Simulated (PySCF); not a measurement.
**Ionisation energy of S⁺ by level of theory**

S⁺ [Ne] 3s2 3p3 (4S) → S²⁺ [Ne] 3s2 3p2 (3P), as a difference of total energies. All numbers are calculated (PySCF 2.14, the non-relativistic Hamiltonian (point nucleus), in dyall-acv3z). Correlated levels: valence: [Ne] frozen; virtual orbitals above 40 to 60 times the deepest correlated orbital energy dropped. The calculations carry no spin-orbit coupling.

```json
{"method": "UHF", "ionisation energy (eV)": "22.723"}
{"method": "MP2 (valence)", "ionisation energy (eV)": "23.352"}
{"method": "SCS-MP2 (valence)", "ionisation energy (eV)": "23.163"}
{"method": "CCSD (valence)", "ionisation energy (eV)": "23.281"}
{"method": "CCSD(T) (valence)", "ionisation energy (eV)": "23.323"}
```

Question: How much does correlation contribute at CCSD(T) (valence)?

Answer: 23.323 − (22.723) = 0.600 eV, measured against UHF.

A first-order spin-orbit estimate (lowest level to lowest level, LS coupling) adds -0.061 eV.

Errors of the correlated levels include the incompleteness of this basis and the frozen core.

For comparison: 23.338 eV (measured; NIST Atomic Spectra Database, ionization energies).
